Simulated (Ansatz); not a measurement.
FH5O2Si2, SMILES `O[SiH](O)[SiH2]F`. The species carries charge 0 and has multiplicity 1. All single points use the PBE0-D4/def2-TZVP geometry. It is one conformer, not always the lowest.

```xyz
10

O     1.482    0.212   -1.258
Si   -0.016   -0.284   -0.793
O    -0.090   -1.882   -0.409
Si   -0.643    0.845    1.174
F     0.708    1.054    2.032
H     2.157    0.269   -0.579
H    -0.870    0.014   -1.972
H     0.078   -2.522   -1.104
H    -1.198    2.195    0.887
H    -1.608    0.099    2.022
```

Problem. What is the dipole moment at PBE/def2-TZVPP? (Estimate.)

Solution. Ansatz gave: 1.30 D, with components (-0.04, -0.96, -0.88) D in this frame, pointing from negative to positive charge.

Problem. And with r2SCAN, B3LYP, ωB97M-V? (Estimate.)

Solution. The calculation gave: r2SCAN 1.32 D, B3LYP 1.33 D, ωB97M-V 1.33 D.

Problem. Give the Mulliken charges with PBE, B3LYP, r2SCAN in def2-TZVPP. (Estimate.)

Solution. Ansatz gave: 
```json
{"atom": "O1", "PBE": "-0.34", "B3LYP": "-0.39", "r2SCAN": "-0.41"}
{"atom": "Si2", "PBE": "0.45", "B3LYP": "0.54", "r2SCAN": "0.56"}
{"atom": "O3", "PBE": "-0.34", "B3LYP": "-0.39", "r2SCAN": "-0.41"}
{"atom": "Si4", "PBE": "0.39", "B3LYP": "0.45", "r2SCAN": "0.46"}
{"atom": "F5", "PBE": "-0.30", "B3LYP": "-0.34", "r2SCAN": "-0.34"}
{"atom": "H6", "PBE": "0.20", "B3LYP": "0.19", "r2SCAN": "0.21"}
{"atom": "H7", "PBE": "-0.10", "B3LYP": "-0.11", "r2SCAN": "-0.11"}
{"atom": "H8", "PBE": "0.19", "B3LYP": "0.19", "r2SCAN": "0.20"}
{"atom": "H9", "PBE": "-0.07", "B3LYP": "-0.08", "r2SCAN": "-0.09"}
{"atom": "H10", "PBE": "-0.07", "B3LYP": "-0.08", "r2SCAN": "-0.08"}
```

B3LYP here is the variant with VWN-RPA as its local correlation; programs differ in this.
